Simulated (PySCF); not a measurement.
Species: C5H8O3S (charge +1 and doublet state).
Structure used (GFN2-xTB), in Å, numbered top down from 1:
```xyz
17
C5H8O3S angstrom
C     -1.4858    1.1975   -0.3111
C     -0.8464    0.1195    0.5030
C     -1.2822   -1.3726    0.2586
C      0.1055   -1.6922   -0.2589
C      0.4393   -0.4334   -0.0588
S      1.9027    0.6061   -0.4160
O      1.3603    1.8376   -0.8547
O      2.7487   -0.2073   -1.2097
O      2.4651    0.7460    1.0421
H     -2.3948    1.5650    0.1678
H     -1.7075    0.8675   -1.3229
H     -0.8091    2.0574   -0.3737
H     -0.7786    0.3874    1.5580
H     -1.5262   -1.8984    1.1804
H     -2.0586   -1.4727   -0.4962
H      0.5633   -2.5871   -0.6287
H      3.2972    0.2916    1.2108
```

The hyperfine couplings belong to this conformer and change with its torsions.

Identity: `C[C@H]1C[CH+][C]1S(=O)(=O)O` [radical] (charge +1).

Method: PySCF 2.14.0, UKS B3LYP, pcH-1 on C H O S, non-relativistic, mean-field spin-orbit, GIAO. The structure is a single GFN2-xTB conformer in the gas phase; no vibrational or solvent corrections. A GFN2-xTB geometry isn't a minimum of the functional, and hyperfine couplings can be far from their values at a DFT geometry, by a factor of two or more for some ions and for spin on atoms past the first row. The SCF solution wasn't tested for stability.

Principal values of hyperfine tensors in MHz (contact, dipolar and spin–orbit terms together), for some of the nuclei:

```tsv
atom	isotope	A1	A2	A3
H14	1H	148.15	151.36	168.88
H10	1H	87.80	89.26	99.78
H12	1H	79.02	81.12	94.00
C3	13C	24.21	26.16	69.49
C5	13C	-48.41	-44.05	48.41
O9	17O	-37.47	-1.15	0.30
H15	1H	-14.70	-9.03	1.04
H16	1H	-10.97	-7.47	5.58
```

Q: Give the isotropic coupling of each nucleus in MHz and in mT (g = 2.0051), and the anisotropic part.

A: a_iso is a third of the trace, T = A − a_iso, and a(mT) = a(MHz)/(g × 13.996). The tensors hold a spin–orbit part: the run splits a_iso into a_FC + a_SO, and T includes its anisotropic share.

```
atom  a_iso (MHz)    a_FC   a_SO  a_iso (mT)      T1      T2     T3
 H14       156.13  156.12   0.01       5.563   -7.98   -4.77  12.75
 H10        92.28   92.29  -0.01       3.288   -4.48   -3.02   7.50
 H12        84.71   84.72   0.00       3.019   -5.70   -3.59   9.29
  C3        39.95   39.82   0.13       1.424  -15.75  -13.79  29.54
  C5       -14.68  -14.42  -0.26      -0.523  -33.73  -29.37  63.09
  O9       -12.77  -12.49  -0.29      -0.455  -24.69   11.62  13.07
 H15        -7.56   -7.57   0.01      -0.269   -7.14   -1.47   8.60
 H16        -4.29   -4.31   0.03      -0.153   -6.68   -3.18   9.87
```

Q: What spin density at the nucleus of O9 lies behind its contact coupling (g_N = -0.75752)?

A: a_FC = (2μ0/3) gₑ μB g_N μN ρ(0)/(2S·h) = 800.24 MHz × g_N × ρ(0)/(2S), with ρ in bohr⁻³. With a_FC = -12.49 MHz and 2S = 1, ρ(0) = 0.0206 bohr⁻³. The nuclear moment is negative, so coupling and spin density have opposite signs.

Q: S6 (33S, g_N = 0.42921) isn't in the table. Its spin density at the nucleus is 0.02244 bohr⁻³. What is its contact coupling?

A: By the same relation, a_FC = 7.71 MHz. Its full tensor has the principal values 3.16, 4.24, 15.81 MHz.

Q: Name the largest traceless tensor T of the table and describe it.

A: C5: -33.7, -29.4, 63.1 MHz (the dipolar term alone has -34.0, -28.9, 62.8), nearly axial, close to the ratio −1:−1:+2.

Q: In a single crystal, with the field along each principal axis of the tensor of H14 in turn, what first-order splitting does this nucleus give (isotropic g, quadrupole terms neglected)?

A: 2 lines (I = 1/2), spaced by |A_i|/(g × 13.996): 5.28, 5.39, 6.02 mT along the axes of A1, A2 and A3.
